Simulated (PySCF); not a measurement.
# From computed data to an observable: chemical shift, span and skew from a shielding tensor

Si(Cl)3(NH2) (Cl3H2NSi), SMILES N[Si](Cl)(Cl)Cl. Atoms are numbered in the order given.

```xyz
7

N      1.9560     0.2823     0.0000
Si     0.2761     0.0324     0.0000
Cl    -0.5037     0.8942     1.6964
Cl    -0.5037     0.8942    -1.6964
Cl    -0.3197    -1.9486     0.0000
H      2.5007     0.1462     0.8457
H      2.5007     0.1462    -0.8457
```

The structure is a stationary point at B3LYP-D3(BJ)/def2-SVP. One conformer was computed; it need not be the lowest.

GIAO shieldings from KT2/pcSseg-1 run with PySCF, non-relativistic, no solvent. The symmetric part of the tensor of N1 has the principal values 181.8, 185.4, 246.8 ppm. The same nucleus in NH3 has σ = 266.2 ppm at this level (PySCF, at its B3LYP-D3(BJ)/def2-TZVP geometry). Without spin–orbit terms, shifts of atoms bonded to Cl or Br come out too high.

Q: Work out the isotropic shielding, the ¹⁵N shift against NH3, the span and the skew.

A: 
σ(iso) = (σ11 + σ22 + σ33)/3 = 204.7 ppm. δ = σ(ref) − σ(iso) = 266.2 − (204.7) = 61.5 ppm.
Span Ω = σ33 − σ11 = 65.0 ppm. Skew κ = 3(σ(iso) − σ22)/Ω = 0.89. Tumbling in solution averages the tensor to δ; in a static solid the shielding alone would spread this spin-1/2 line over Ω.
